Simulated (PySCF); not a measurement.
NMR data sheet: C3H10N2O2Si2

```yaml
Formula: C3H10N2O2Si2
SMILES: CO[C@@H](C#N)[Si@H](N)O[SiH3]
Point_group_of_the_computed_structure: C1
Degrees_of_unsaturation: 2
Carbon_signals: 3
Proton_signals: 5
```

Structure with atom numbers: `[CH3:1][O:2][C@@H:3]([C:4]#[N:5])[Si@H:6]([NH2:7])[O:8][SiH3:9]`; H(Xn) means a hydrogen on atom n.

Level of theory: shieldings: GIAO PBE0/pcSseg-1, GFN2-xTB geometry, in PySCF 2.14 (isolated molecule, a single conformation, equivalent nuclei averaged, non-relativistic).

References, each an isolated molecule treated in the same way: 1H (31.72 ppm) and 13C (186.93 ppm) and 29Si (349.16 ppm) against TMS; NH3 for 15N (267.73 ppm); H2O for 17O (336.08 ppm).

```tsv
carbon	δC, type	δH (multiplicity)	HMBC from (2–3 bonds)	span of the C tensor (ppm)
C1	62.0, CH3	3.64 (s)	H(C3)	94
C3	62.4, CH	3.42 (d)	H(Si6), H(C1)	75
C4	122.2, C	–	H(Si6), H(C3)	342
```

Other nuclei:
```tsv
atoms	nucleus	environment	δ (ppm)	σ (ppm)
H(Si9)	1H	hydrogen on a silicon bonded to O	5.29	26.43
H(Si6)	1H	hydrogen on a silicon bonded to C, N, O	5.13	26.58
H(N7)	1H	hydrogen on a nitrogen bonded to Si	1.07	30.64
Si6	29Si	silicon bonded to C, N, O, H	-38.9	388.1
Si9	29Si	silicon bonded to O, 3 H	-40.2	389.3
N5	15N	nitrile nitrogen	316.3	-48.6
N7	15N	nitrogen bonded to Si, 2 H	24.6	243.1
O8	17O	oxygen bonded to 2 Si	34.7	301.3
O2	17O	ether oxygen	8.4	327.7
```

1. Carbon types of the structure: 1 × C, 1 × CH, 1 × CH3, leaving 6 H on heteroatoms.
2. δC 122.2: nitrile carbon; typical of a nitrile.
3. δC 62.4: sp3 CH bonded to O and Si, α to a nitrile; the inductive effect lowers its shielding.
4. δC 62.0: methyl carbon bonded to O; the inductive effect lowers its shielding.
5. δH 3.64: hydrogen on a methyl carbon bonded to O; its carbon carries O, hence the downfield position.
6. δH 1.07: hydrogen on a nitrogen bonded to Si; exchangeable; this is the value without hydrogen bonding to other molecules.

OH/NH shifts are gas-phase values; hydrogen bonding in solution moves them, usually downfield. Shifts are as computed. Against solution values, carbons near 30 ppm lie about +3 ppm off and those near 130 ppm about +5 ppm. Of 1309 compounds with measured shifts, 239 miss one by over three times the rms of a fit or turn the order of signals round; such compounds aren't used in these exercises. Experimental scales use liquid or dissolved standards, which lie at an offset from isolated NH3 (liquid NH3: subtract about 20 ppm) and H2O (liquid H2O: subtract about 36 ppm). Unscaled 15N shifts of sp2 nitrogen come out 20 to 40 ppm too high even then. No couplings were computed; multiplicities are counted from neighbouring protons, with m where these are inequivalent, close in shift, in a saturated or five-membered ring or joined by F or P, and br s for small geminal =CH2 splittings.
